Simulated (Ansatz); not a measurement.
Stepwise reaction of `C[Si](F)(S)S` with hydrogen, as a gas-phase model of exchange steps in deposition or etching. ΔE in kJ/mol.

Calculated with Ansatz (gas phase, PBE0-D4/def2-TZVP geometries, no zero-point term in ΔE). CBS: MP2 limit from def2 TZ/QZ plus the TZ coupled-cluster correction, frozen cores. This one scheme is used for every species. Functionals use def2-TZVPP. B3LYP here is the variant with VWN-RPA as its local correlation; programs differ in this. Each species was taken in one conformer, which may not be the lowest.

```
step                                  reaction  PBE-D4  B3LYP-D4  ωB97M-V  CCSD(T)/CBS
   1  `C[Si](F)(S)S` + H₂ → `C[SiH](F)S` + H₂S    53.8      46.8     47.1         47.3
```

Problem. Give the row of step 2, `C[SiH](F)S` + H₂ → `C[SiH2]F` + H₂S. (Estimate.)

Solution. The calculation gave: 
```
step                              reaction  PBE-D4  B3LYP-D4  ωB97M-V  CCSD(T)/CBS
   2  `C[SiH](F)S` + H₂ → `C[SiH2]F` + H₂S    55.4      47.5     49.0         49.1
```

Problem. By hand: ΔE of the 2 steps together at CCSD(T)/CBS.

Solution. (47.3) + (49.1) = 96.4 kJ/mol, or 48.2 kJ/mol a step.

In ΔE the steps differ by no more than 1.8 kJ/mol. All are uphill at CCSD(T)/CBS. PBE-D4 differs from CCSD(T)/CBS by 6.3 to 6.5 kJ/mol a step. Isolated molecules leave out the surface, adducts and barriers. Largest T1 diagnostic: 0.011.
